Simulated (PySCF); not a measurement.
A calculated (BP86, PySCF 2.14, cc-pV(T+d)Z, no relativity, point nucleus) atom or ion has these occupied shells.

```csv
shell,electrons,orbital energy (eV),"rms radius, mean of both spins (bohr)"
1s α,1,-2426.5,0.113
1s β,1,-2426.2,0.113
2s α,1,-236.49,0.524
2s β,1,-236.16,0.524
2p α,3,-182.73,0.494
2p β,3,-182.28,0.494
3s α,1,-40.217,1.70
3s β,1,-37.837,1.70
3p α,2,-28.977,1.89
```

Question: Name the element and its charge.

Answer: S²⁺ (sulfur, charge +2), in [Ne] 3s2 3p2, high-spin 3P determinant.
